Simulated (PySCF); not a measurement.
## Dipole moment and polarisability of `C/C([SiH3])=C(\C)Cl`

Compound: C4H9ClSi.
Atom-mapped SMILES: `[CH3:1]/[C:2]([SiH3:3])=[C:4](\[CH3:5])[Cl:6]` (hydrogens: H7, H8, H9 on C1; H10, H11, H12 on Si3; H13, H14, H15 on C5)

Cartesian coordinates in Å at the GFN2-xTB level; atoms count from 1:
```xyz
15
C4H9ClSi angstrom
C     -0.0562    1.5331    0.4254
C     -0.3585    0.1070    0.0547
Si    -2.1485   -0.5043    0.0178
C      0.6231   -0.7362   -0.2490
C      2.0944   -0.4930   -0.2870
Cl     0.1916   -2.3655   -0.6893
H     -0.9776    2.0933    0.5552
H      0.5021    1.5795    1.3604
H      0.5350    2.0219   -0.3481
H     -2.5000   -0.9292   -1.3367
H     -2.3205   -1.6043    0.9666
H     -2.9938    0.6263    0.4127
H      2.3383    0.4639    0.1647
H      2.6167   -1.2841    0.2486
H      2.4496   -0.5003   -1.3180
```

Level: B3LYP/def2-SVPD (PySCF), static field, nuclei fixed, core orbitals frozen in the response. The polarisability tensor in these axes (au):

```
x   104.01  -5.26  -4.34
y    -5.26  98.36   9.00
z    -4.34   9.00  71.35
```

Diagonalise the tensor; give its mean and Δα, where Δα² is half the sum of the squared differences of the eigenvalues.

Principal values 68.42, 96.19 and 109.11 au; mean 91.24 au = 13.52 Å³ = 15.04 × 10⁻⁴⁰ C²·m²/J; Δα = 36.01 au (39 % of the mean).

What is the dipole moment, and where does it point?

(1.27, 1.59, 0.36) D, 2.07 D in size, pointing from the negative to the positive side. Measured along this direction, the outermost atoms are H11 and H10 at the negative end and H13, H9 and H8 at the positive end.

In a dilute gas of rigid molecules at 500 K, how does the orientational term μ²/3kT compare with the electronic polarisability?

In Gaussian units μ²/3kT = 20.62 Å³ against 13.52 Å³, a ratio of 1.53; the Debye molar polarisation (4π/3)N_A(α + μ²/3kT) is 86.1 cm³/mol, leaving out the vibrational part.

Give the principal axes and the span of the nuclei along them.

Largest value along (0.79, -0.57, -0.23), where the nuclei span 5.55 Å; middle along (0.61, 0.77, 0.17), 4.32 Å; least along (0.08, -0.27, 0.96), 2.41 Å. The response follows the extents in order.

Form Σ f/ω² (atomic units) for the 8 lowest TDDFT singlets, given as eV and f, and set it beside the mean polarisability, which is this sum over all singlets: 5.87, 0.2343; 5.99, 0.0046; 6.12, 0.0134; 6.66, 0.0008; 6.80, 0.0002; 6.95, 0.0015; 7.06, 0.0001; 7.28, 0.0037.

They add up to 5.49 au, 6.0 % of the 91.24 au; the largest single term is 5.03 au, from the state at 5.87 eV. Terms in order: 5.03, 0.10, 0.26, 0.01, 0.00, 0.02, 0.00, 0.05 au. Higher excitations give the rest. The strengths listed sum to 0.259.

Estimate the molar refractivity from the static electronic polarisability.

Lorentz–Lorenz: R = (4π/3)N_A α = 2.5225 cm³/(mol·Å³) × 13.52 Å³ = 34.1 cm³/mol, in the limit of long wavelengths.

Geometry: GFN2-xTB; no solvent, vibrations or thermal averaging.

The run behind these numbers computed excited states as well. Hardware: one thread of an Arm Neoverse V2 (shared host). Cost: 32 s, 0.81 GiB resident at most.
